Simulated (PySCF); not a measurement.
Vertical excitations of a molecule C₃H₉NSi₂ from TDA-PBE0/def2-SVPD (PySCF), as energy in eV (oscillator strength): 5.62 (0.027), 6.04 (0.004), 6.22 (0.011), 6.56 (0.000), 6.72 (0.024), 6.82 (0.381), 6.95 (0.000), 7.09 (0.000), 7.18 (0.001), 7.33 (0.012). Lowest triplet (TDA): 4.00 eV. The structure is a stationary point at B3LYP-D3(BJ)/def2-SVP. Other conformers were not sampled.

### Question
Which structure fits?
(A) CC1=C[SiH2]N[SiH2]1
(B) [SiH3]N[C@H]1C=C[SiH2]1
(C) C=C=CN([SiH3])[SiH3]
(D) [SiH3][C@H]1C=C[SiH2]N1

### Answer
A, CC1=C[SiH2]N[SiH2]1
